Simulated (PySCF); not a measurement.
MI for M along group 12

r²SCAN with triple-zeta basis sets in PySCF, for the lowest determinant that a PBE0 search found; no spin–orbit coupling. De refers to high-spin ground-configuration atoms. A positive dipole means M(−)I(+).

| M | basis | state (unpaired electrons) | Re (Å) | ωe (cm⁻¹) | De (eV) | μ (D) |
| --- | --- | --- | --- | --- | --- | --- |
| Zn | def2-TZVPP | doublet (σ ↑) | 2.492 | 224 | 1.64 | -2.15 |
| Cd | def2-TZVPP | doublet (σ ↑) | 2.690 | 171 | 1.39 | -2.88 |
| Hg | def2-TZVPP | doublet (σ ↑) | 2.746 | 130 | 0.75 | -2.10 |

The shortest bond is that of ZnI (2.492 Å), the longest that of HgI (2.746 Å). ZnI is bound most strongly (1.64 eV) and HgI least (0.75 eV).

Down a group the atoms grow and get heavier, so bonds lengthen and wavenumbers fall; this series shows no clear exception.

Spin–orbit coupling is left out, which matters for elements this heavy, above all for dissociation energies. States were picked by a PBE0 search and need not be the measured ground states.
